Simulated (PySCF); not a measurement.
PySCF input (BP86/def2-SVP):

```python
from pyscf import gto, dft

mol = gto.M(
    atom='''
    Sb    0.00343563   -0.00004988    0.25533134
    F    -1.37945032   -1.00852517   -0.46401559
    F    -0.19341695    1.69352816   -0.47944651
    F     1.55339872   -0.68472034   -0.50341548
    ''',
    basis='def2-svp',
    ecp='def2-svp',
    charge=1,
    spin=1,
    verbose=4,
)

mf = dft.UKS(mol, xc='bp86')
mf.grids.level = 3
mf.conv_tol = 1e-9
mf.max_cycle = 100
mf.max_memory = 1500
mf.kernel()
if not mf.converged:
    mf = mf.newton()
    mf.kernel(mf.make_rdm1())
mo, _, stable, _ = mf.stability(return_status=True)
if not stable:
    mf.kernel(mf.make_rdm1(mo, mf.mo_occ))
    stable = mf.stability(return_status=True)[2]
mf.dip_moment()
```

Task: Predict the final energy.

Result: -539.30759 Eh.
